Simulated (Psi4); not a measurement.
CH₆Cl₂SSi₂ (SMILES C[SiH2]S[SiH](Cl)Cl), singlet, at a GFN2-xTB geometry; R2SCAN/def2-SV(P) (Psi4).

Psi4 was given this input:
```
memory 2 GB

molecule {
0 1
Si    0.72704911    0.19225592    0.70623530
Cl    2.72467709    0.05727356    0.78139701
Cl    0.19233081    1.98367917   -0.06836202
S    -0.00843284   -1.42239594   -0.47781156
Si   -1.98474322   -0.79807360   -1.16520048
C    -3.01522479   -0.23993546    0.32149364
H     0.17582292    0.11060088    2.04676976
H    -1.78008598    0.27474373   -2.13199862
H    -2.45969974   -2.03069838   -1.77766713
H    -2.62516356    0.68044214    0.74939145
H    -4.04466222   -0.05750280    0.02899971
H    -3.02135430   -0.99438682    1.10444598
}

set {
  basis def2-sv(p)
}

energy('r2scan')
print_variables()
```

What the program printed (banner, timings and long lists left out):

```
   => Loading Basis Set <=

    Name: DEF2-SV(P)
    Role: ORBITAL
    Keyword: BASIS

         ---------------------------------------------------------
                                   SCF
               by Justin Turney, Rob Parrish, Andy Simmonett
                          and Daniel G. A. Smith
                              RKS Reference
         ---------------------------------------------------------

  ==> Geometry <==

    Molecular point group: c1
    Full point group: C1

    Geometry (in Angstrom), charge = 0, multiplicity = 1:

       Center              X                  Y                   Z               Mass
    ------------   -----------------  -----------------  -----------------  -----------------
         SI           0.633234891035     0.169334580718     0.702284565108    27.976926534650
         CL           2.630862871035     0.034352220718     0.777446275108    34.968852682000
         CL           0.098516591035     1.960757830718    -0.072312754892    34.968852682000
         S           -0.102247058965    -1.445317279282    -0.481762294892    31.972071174400
         SI          -2.078557438965    -0.820994939282    -1.169151214892    27.976926534650
         C           -3.109039008965    -0.262856799282     0.317542905108    12.000000000000
         H            0.082008701035     0.087679540718     2.042819025108     1.007825032230
         H           -1.873900198965     0.251822390718    -2.135949354892     1.007825032230
         H           -2.553513958965    -2.053619719282    -1.781617864892     1.007825032230
         H           -2.718977778965     0.657520800718     0.745440715108     1.007825032230
         H           -4.138476438965    -0.080424139282     0.025048975108     1.007825032230
         H           -3.115168518965    -1.017308159282     1.100495245108     1.007825032230

  Running in c1 symmetry.

  Rotational constants: A =      0.06559  B =      0.02592  C =      0.02081 [cm^-1]
  Rotational constants: A =   1966.36371  B =    776.92385  C =    623.93949 [MHz]
  Nuclear repulsion =  618.887528945600934

  Charge       = 0
  Multiplicity = 1
  Electrons    = 90
  Nalpha       = 45
  Nbeta        = 45

  ==> Algorithm <==

  SCF Algorithm Type is DF.
  DIIS enabled.
  MOM disabled.
  Fractional occupation disabled.
  Guess Type is SAD.
  Energy threshold   = 1.00e-06
  Density threshold  = 1.00e-06
  Integral threshold = 1.00e-12

  ==> Primary Basis <==

  Basis Set: DEF2-SV(P)
[...]
   @DF-RKS iter   4: -1938.65701498549424   -5.15688e-03   2.47353e-04 ADIIS/DIIS
   @DF-RKS iter   5: -1938.65744955141076   -4.34566e-04   1.04659e-04 ADIIS/DIIS
   @DF-RKS iter   6: -1938.65755193146720   -1.02380e-04   2.12046e-05 DIIS
   @DF-RKS iter   7: -1938.65755571936120   -3.78789e-06   4.06402e-06 DIIS
   @DF-RKS iter   8: -1938.65755583067698   -1.11316e-07   2.21332e-06 DIIS
   @DF-RKS iter   9: -1938.65755587245530   -4.17783e-08   4.99946e-07 DIIS
  Energy and wave function converged.

  ==> Post-Iterations <==

   Electrons on quadrature grid:
      Ntotal   =   89.9999843428 ; deviation = -1.566e-05

    Orbital Energies [Eh]
    ---------------------

    Doubly Occupied:

[...]
    Virtual:

[...]
    Final Occupation by Irrep:
              A
    DOCC [    45 ]
    NA   [    45 ]
    NB   [    45 ]

  @DF-RKS Final Energy: -1938.65755587245530

   => Energetics <=

    Nuclear Repulsion Energy =            618.8875289456009341
    One-Electron Energy =               -3911.3986399013001574
    Two-Electron Energy =                1485.5167766620888870
    DFT Exchange-Correlation Energy =    -131.6632215788450821
    Empirical Dispersion Energy =           0.0000000000000000
    VV10 Nonlocal Energy =                  0.0000000000000000
    Total Energy =                      -1938.6575558724553048

Computation Completed

Properties will be evaluated at   0.000000,   0.000000,   0.000000 [a0]

Properties computed using the SCF density matrix

 Multipole Moments:

 ------------------------------------------------------------------------------------
     Multipole            Electronic (a.u.)      Nuclear  (a.u.)        Total (a.u.)
 ------------------------------------------------------------------------------------

 L = 1.  Multiply by 2.5417464519 to convert [e a0] to [Debye]
 Dipole X            :         15.0378418          -15.9554868           -0.9176450
 Dipole Y            :          4.0207873           -3.8983551            0.1224321
 Dipole Z            :          0.8690515           -0.6719220            0.1971295
 Magnitude           :                                                    0.9465316

 ------------------------------------------------------------------------------------

  Variable Map:
  ----------------------------------------------------------------------------
[...]
  Array Variable Map:
  ----------------------------------------------------------------------------
[...]
[...]
```
